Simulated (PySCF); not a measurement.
C₇H₉F₃O.
Atom-mapped SMILES: `[O:1]=[C:2]([CH:3]1[CH2:4][CH2:5][CH2:6][CH2:7]1)[C:8]([F:9])([F:10])[F:11]` (hydrogens: H12 on C3; H13, H14 on C4; H15, H16 on C5; H17, H18 on C6; H19, H20 on C7)

Structure optimised with GFN2-xTB, isolated species.

(1) Give the optimised bond lengths and angles.

## Answers

(1) 
```
          bond  length (Å)
         O1=C2       1.196
         C2–C3       1.497
         C3–C4       1.539
  C4–C5, C6–C7       1.527
         C5–C6       1.524
         C2–C8       1.563
 C8–F9, C8–F11       1.344
        C8–F10       1.330
         C3–C7       1.557
        C3–H12       1.092
C4–H13, C7–H19       1.090
C4–H14, C7–H20       1.089
C5–H15, C6–H18       1.089
C5–H16, C6–H17       1.089
```

Bonds in one row agree within 0.01 Å and their mean is given. A selection of angles:
```
     angle  degrees
  O1–C2–C3    127.5
  O1–C2–C8    119.6
  C3–C2–C8    112.8
  C2–C3–C4    112.2
  C2–C3–C7    107.6
 C2–C3–H12    108.9
  C4–C3–C7    105.9
 C4–C3–H12    111.8
 C7–C3–H12    110.3
  C3–C4–C5    105.3
 C3–C4–H13    111.3
 C3–C4–H14    109.4
 C5–C4–H13    112.1
 C5–C4–H14    110.2
H13–C4–H14    108.5
  C4–C5–C6    103.1
 C4–C5–H15    112.3
 C4–C5–H16    110.0
 C6–C5–H15    112.8
 C6–C5–H16    110.0
H15–C5–H16    108.6
 C5–C6–H17    112.9
 C5–C6–H18    109.9
 C7–C6–H17    111.8
 C7–C6–H18    110.1
 C6–C7–H19    109.5
 C6–C7–H20    113.1
 C3–C7–H19    110.0
 C3–C7–H20    111.4
H19–C7–H20    108.0
  C2–C8–F9    110.1
 C2–C8–F10    112.7
 C2–C8–F11    112.4
 F9–C8–F10    107.5
 F9–C8–F11    106.5
```

Dihedral angles: O1–C2–C3–C4 19° (synperiplanar); C2–C3–C4–C5 -104° (anticlinal); C3–C4–C5–C6 -35° (synclinal); C4–C5–C6–C7 42° (synclinal); C5–C6–C7–C3 -34° (synclinal); O1–C2–C8–F9 -114° (anticlinal); C2–C3–C7–C6 133° (anticlinal). The mirror-image conformer, all signs reversed, is as good.

Of the pairs four or more bonds apart, O1···H13 is among the closest relative to their van der Waals radii: 2.49 Å, 92 % of the sum of Bondi's values. The C–C distances run from 1.497 Å (C2–C3, drawn single) to 1.563 Å (C2–C8, drawn single), a spread of 0.066 Å. The 5-membered ring C3–C4–C5–C6–C7 has internal angles of 103.1° to 105.9°; it is puckered, 0.18 Å rms from its mean plane, widest ring torsion 42°.

Point group: C1 (no symmetry element, even within 0.4 Å). GFN2-xTB frequencies: not computed here. One conformer, not necessarily the lowest.
